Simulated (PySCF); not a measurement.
# Frontier orbitals and the lowest excitations

Compound: cyclo-(F2GeO)4.
Geometry (PBE0-D3(BJ)/def2-SVP, Å), atoms numbered from 1 in this order:
```
atom  x, y, z in Å
Ge1    1.5320    1.2258   -0.7111
F2     2.7661    2.2444   -1.2719
F3     0.9436    0.2259   -1.9804
O4     0.1739    2.1728   -0.1818
Ge5   -1.4924    1.6805   -0.0370
F6    -2.1302    2.4170    1.3560
F7    -2.3892    2.2158   -1.3818
O8    -1.6430   -0.0322    0.1340
Ge9   -1.2391   -1.6301   -0.3966
F10   -2.3673   -2.7001    0.2937
F11   -1.3404   -1.8057   -2.0855
O12    0.3673   -2.0298    0.1464
Ge13   1.4289   -1.2188    1.2618
F14    0.5270   -0.7127    2.6216
F15    2.6613   -2.2721    1.7668
O16    2.1670    0.1855    0.5321
```

Computed with PySCF 2.14.0, density-fitted response routines, TDDFT wB97X-D/def2-SVPD, vertical, gas phase, core orbitals frozen in the response. Note that the optimisation stopped short of convergence; the values belong to its last geometry. Relativistic effects, spin–orbit coupling among them, are left out although an element past zinc is present.

Kohn–Sham orbitals with the atoms that hold most of them (Löwdin shares over 4%, at most four atoms; ? is withheld):

```json
{"orbital": "LUMO+2", "ε (eV)": "0.21", "atoms": "Ge13 14%, Ge5 13%, O12 10%, O4 9%"}
{"orbital": "LUMO+1", "ε (eV)": "0.18", "atoms": "Ge9 13%, Ge1 12%, O8 10%, O16 9%"}
{"orbital": "LUMO", "ε (eV)": "-1.22", "atoms": "Ge1 11%, Ge13 10%, Ge5 9%, Ge9 9%"}
{"orbital": "HOMO", "ε (eV)": "-13.20", "atoms": "?"}
{"orbital": "HOMO-1", "ε (eV)": "-13.34", "atoms": "?"}
{"orbital": "HOMO-2", "ε (eV)": "-13.56", "atoms": "O12 30%, O8 19%, O4 18%, O16 12%"}
{"orbital": "HOMO-3", "ε (eV)": "-13.67", "atoms": "O8 46%, O4 20%, O16 6%, F11 5%"}
```

Task: Give the leading atoms of the HOMO.

Result: O8 (bonded to 2 Ge) 31%; O12 (bonded to 2 Ge) 24%; O4 (bonded to 2 Ge) 22%; O16 (bonded to 2 Ge) 13%.

Task: Give the leading atoms of the HOMO-1.

Result: O16 (bonded to 2 Ge) 35%; O12 (bonded to 2 Ge) 30%; O4 (bonded to 2 Ge) 18%.

Task: How does S1 compare with the orbital gap of 11.98 eV?

Result: S1 is at 7.41 eV (f = 0.012), 4.57 eV below the gap, made of HOMO-1→LUMO (51%), HOMO→LUMO (32%). Its leading pair isn't HOMO and LUMO; the energies of that pair differ by 12.13 eV. Without the coupling terms of the response equations the lowest excitation would equal the gap.

Next come S2 at 7.47 eV (f 0.013), HOMO→LUMO (52%), HOMO-1→LUMO (32%); S3 at 7.74 eV (f 0.052), HOMO-2→LUMO (77%); S4 at 7.86 eV (f 0.011), HOMO-3→LUMO (71%); S5 at 8.08 eV (f 0.109), HOMO-5→LUMO (34%), HOMO-4→LUMO (22%), HOMO→LUMO+2 (14%).

Löwdin shares depend on the basis, the more so with diffuse functions.

One conformer stands for the species.
